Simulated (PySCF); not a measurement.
C7H10O.
Z-matrix (Å and degrees, GFN2-xTB geometry), rows numbered from 1:
```
C 
C   1  1.3224
C   2  1.4958  1  123.50
C   2  1.5169  1  121.27  3   179.07
C   4  1.5048  2  111.37  1  -110.44
C   5  1.3202  4  109.81  2  -118.67
C   6  1.4968  5  109.59  4    -1.02
O   7  1.4170  6  105.52  5    -0.99
H   1  1.0768  2  121.71  3    -0.39
H   1  1.0770  2  122.04  3   179.60
H   3  1.0902  2  110.17  1   118.77
H   3  1.0888  2  109.43  1  -122.80
H   3  1.0864  2  110.99  1    -2.20
H   4  1.1009  2  108.94  1    12.52
H   5  1.0734  4  121.52  2    60.24
H   6  1.0739  5  128.38  4   179.23
H   7  1.0989  6  112.06  5  -119.78
H   7  1.1002  6  111.92  5   118.76
```

NICS = −σ at a ghost point: NICS(0) at the centroid of the ring atoms, NICS(1) 1 Å to either side along the normal of their mean plane, zz for the tensor component along that normal. Level: GIAO PBE0/pcSseg-1 (PySCF, non-relativistic, gas phase) on the GFN2-xTB geometry, one conformer.

Ring bond lengths (Å), with Mayer bond orders in brackets: C4–C5 1.505 (1.03), C5–C6 1.320 (1.84), C6–C7 1.497 (1.04), C7–O8 1.417 (0.93), O8–C4 1.426 (0.93).

Q: Give the NICS values of each ring in ppm.

A: 
```
          ring                                                     type  NICS(0)  NICS(1), two faces  NICS(1)zz, two faces  rms pucker (Å)  centre to ring atoms, mean (Å)
C4–C5–C6–C7–O8  5-membered ring with O; formal bonds 1 double, 4 single     -4.9         -2.8 / -3.1           -6.3 / -7.2            0.01                            1.22
```

Q: What do they say, and how far can they be read as aromaticity?

A: 
- C4–C5–C6–C7–O8: mean NICS(1)zz -6.7 ppm, shielded. C4, C7 have four or more neighbours, so the value isn't read as a sign of a π ring current.

Q: At the first NICS(1) probe listed for ring C4–C5–C6–C7–O8, 1 Å off the ring, what do the in-plane components average?

A: The isotropic value is a third of the trace: (3 × -2.8 − (-6.3))/2 = -1.0 ppm.

Q: List the ring angles and the Hirshfeld charges of the ring atoms.

A: 
- C4–C5–C6–C7–O8: C4 104.7° (+0.042 e), C5 109.8° (-0.052 e), C6 109.6° (-0.051 e), C7 105.5° (+0.001 e), O8 110.2° (-0.146 e); sum 539.9° against 540° for a flat convex ring.

Q: What are the shieldings of the ring atoms and their hydrogens in the same run (means over atoms taken as equivalent)?

A: 
```
atoms                 environment  σ isotropic (ppm)
   C4  sp3 carbon bound to oxygen               89.4
   C5            alkene CH carbon               48.1
   C6            alkene CH carbon               51.9
   C7  sp3 carbon bound to oxygen              104.7
   O8         cyclic ether oxygen              281.5
  H14            methine hydrogen              26.12
  H15            vinylic hydrogen              25.99
  H16            vinylic hydrogen              25.69
  H17          methylene hydrogen              26.57
  H18          methylene hydrogen              26.64
```
